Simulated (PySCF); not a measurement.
Coordinates in bohr (charge 0 multiplicity 1):
```
Ru    0.0000    0.0000   -2.4775
N     0.0000    0.0000   -5.4169
I     0.0000    0.0000    2.5875
```

These are results of PySCF, B3LYP, basis Ru def2-SVP with ECP28, N def2-SVP, I def2-SVP with ECP28 (scalar-relativistic core potentials, no spin–orbit coupling, density fitting), not measurements.

This geometry of IRuN is a stationary point at this level.

Problem. What is the point group?

Solution. C∞v.

Problem. Is it a minimum?

Solution. No: it has 2 imaginary modes (one degenerate set), at 94i cm⁻¹ (π).

Problem. What are the dipole moment and the gap between the highest occupied and lowest empty levels?

Solution. 1.60 D and 3.33 eV.

Problem. Give the atomic charges and bond orders.

Solution. 
```tsv
atom	Mulliken	Löwdin	polar tensor	Mayer order to Ru1
Ru1	0.33	-0.23	1.14	–
N2	-0.13	0.20	-0.60	2.90
I3	-0.20	0.03	-0.54	1.24
```

This need not be the most stable arrangement of these atoms. At this level a singlet minimum of Cs symmetry lies 12 kJ/mol below this structure.
